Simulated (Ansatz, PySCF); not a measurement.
CH5F2NSi2, SMILES F[SiH2]/C=N/[SiH2]F.

Geometry: TPSSh-D3(BJ)/def2-SVP. The structure was generated by enumeration; whether it is a known compound was not checked. The values are those of a single conformer.

Vertical ionisation energy (IE) and electron affinity (EA) in eV. Rows of orbital energies are one-electron estimates. Where ΔSCF, EOM or ADC give a negative EA the extra electron is unbound and the value depends on the basis.

| level | IE | EA |
|---|---|---|
| −ε(HOMO), −ε(LUMO), PBE0/def2-TZVP (PySCF) | ? | ? |
| −ε(HOMO), −ε(LUMO), PBE/def2-TZVP (PySCF) | 6.06 | 3.00 |
| ΔSCF, ωB97X-V/def2-SVPD (Ansatz), final states of multiplicity 2 and 2 | 9.63 | 0.05 |
| ΔSCF, PBE/def2-SVPD (Ansatz), final states of multiplicity 2 and 2 | 9.27 | 0.21 |

**Question.** Some entries are withheld; supply them. (An estimate is asked for; the answer gives what the named calculation found.)

**Answer.** 
- −ε(HOMO), −ε(LUMO), PBE0/def2-TZVP (PySCF), IE: 7.41
- −ε(HOMO), −ε(LUMO), PBE0/def2-TZVP (PySCF), EA: 1.98

**Question.** What vertical singlet–triplet gap does ΔSCF give with ωB97X-V/def2-SVPD (Ansatz, an electronic-structure program) and with PBE/def2-SVPD (Ansatz)? (An estimate is asked for; the answer gives what the named calculation found.)

**Answer.** 2.98 and 2.79 eV (triplet above singlet where positive).
